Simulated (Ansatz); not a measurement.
Molecule (SMILES): [BH] (BH) (closed-shell singlet).
Atoms: B1, H2. Bonds: B1-H2.

Basis-set convergence of the highest harmonic wavenumber at PBE with Ansatz (an electronic-structure program). Each level at its own minimum, finite differences of forces, unscaled; the reference is a large set that could be run, not a limit. Cartesian d functions, on some or all atoms, in 6-31G**, 6-31+G*; all else is spherical. The program fits the integrals of some runs and decomposes those of others, by size. Core-valence sets carry the plain set on hydrogen. No added dispersion term, no relativity. Reference: the value in aug-pcseg-3, 2246 cm⁻¹, itself unsure by roughly 1 cm⁻¹ (its mean distance from aug-cc-pVQZ, def2-QZVPPD, pcseg-3). Deviations are taken from unrounded values.

| basis | functions | highest harmonic wavenumber (cm⁻¹) | minus reference (cm⁻¹) |
|---|---|---|---|
| 3-21G | 11 | 2183 | -64 |
| 6-31G | 11 | 2152 | -95 |
| def2-SV(P) | 16 | 2272 | 26 |
| pcseg-1 | 19 | 2263 | 17 |
| 6-31G** | 20 | 2219 | -27 |
| 6-31+G* | 21 | 2260 | 14 |
| 6-311+G** | 28 | 2240 | -6 |
| def2-SVPD | 28 | 2264 | 17 |
| aug-pcseg-1 | 32 | 2272 | 26 |
| 6-311++G(2d,2p) | 37 | 2244 | -2 |
| cc-pVTZ | 44 | 2242 | -4 |
| def2-TZVPD | 46 | 2245 | -1 |
| jun-cc-pV(T+d)Z | 53 | 2245 | -1 |
| def2-TZVPPD | 54 | 2247 | 1 |
| cc-pCVTZ | 57 | 2235 | -11 |
| def2-QZVPPD | 96 | 2244 | -2 |
| aug-cc-pVQZ | 126 | 2247 | 1 |
| aug-pcseg-3 | 134 | 2246 | 0 |

The smallest set listed that lies within 50 cm⁻¹ of the reference with all its larger relatives (same family, alike in diffuse functions; a set with none counts only in the reference's own line) is def2-SV(P) (16 functions, 26 cm⁻¹ off). Inside, with no larger relative to test it: cc-pCVTZ. (Relatives not listed, tested too: def2-SVP 18, 6-311G** -16, def2-TZVP 1, pcseg-2 3, def2-TZVPP 1, 6-311++G(3df,3pd) 11, aug-cc-pVTZ 0, aug-pcseg-2 4, cc-pVQZ -1, def2-QZVP -3, def2-QZVPP -3, pcseg-3 -1 cm⁻¹.)
